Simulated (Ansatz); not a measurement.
Frontier orbitals of `[CH3][AlH][Se]C`.

```xyz
11

C    -0.086   -1.608    0.674
Al   -0.634    0.115    1.405
Se   -0.367    2.059    0.183
C     0.476    1.340   -1.439
H    -0.915   -2.067    0.124
H     0.755   -1.525   -0.019
H     0.193   -2.304    1.470
H    -1.307    0.305    2.827
H    -0.081    0.486   -1.816
H     0.458    2.139   -2.178
H     1.506    1.059   -1.232
```

Total charge 0; spin multiplicity 1. Correlated methods include outer-core shells of Se, which these sets cover unevenly. Scalar relativity is left out up to krypton. Geometry: relaxed with PBE0-D4/def2-TZVP. It is one conformer, not always the lowest. Basis def2-TZVPP, Ansatz.

Orbital energies of one run (eV). Highest occupied ones, from the top: -6.73, -7.62, -8.26, -9.62, -10.90, -11.22, -11.29, -12.01, -12.21, -17.36, -19.20, -20.91, -57.60, -57.60. Empty: -0.94, -0.11, 0.55, 1.32, 2.06, 2.33.

Problem. Which functional gave them?
A. B97M-V
B. revPBE
C. PBE0
D. ωB97M-V

Solution. C. HOMO energies: PBE0 -6.73, B97M-V -5.96, revPBE -5.61, ωB97M-V -8.85 eV.
